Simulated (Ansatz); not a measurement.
Basis-set extrapolation for C$_{9}$H$_{10}$O (`c1ccc2c(c1)CCCO2`) (PBE0-D4/def2-TZVP geometry, frozen core, the Gaussian-basis code of Ansatz). Multiplicity 1, RHF reference.

```json
{"": "HF", "def2-TZVPP": "-421.654710", "def2-QZVPP": "-421.672652"}
{"": "MP2 correlation", "def2-TZVPP": "-1.677168", "def2-QZVPP": "-1.786684"}
{"": "CCSD(T) correlation", "def2-TZVPP": "-1.803099", "def2-QZVPP": "not run"}
```

Energies in hartree. Use E(X) = E(∞) + A·exp(−7.88·√X) for Hartree–Fock and E(X) = E(∞) + B·X^(−2.97) for correlation, with X = 3 and 4, and add CCSD(T) minus MP2 of the smaller set to the MP2 limit.

What is the CCSD(T) energy at the basis-set limit?

HF limit: -421.672652 + (-0.017942) × 0.13774 = -421.67512. MP2 limit: -1.786684 + (-0.109516) × 0.74074 = -1.86781. Higher-order term: -1.803099 − (-1.677168) = -0.12593. Total: -423.66886 hartree, 5.74 eV below CCSD(T)/def2-TZVPP.
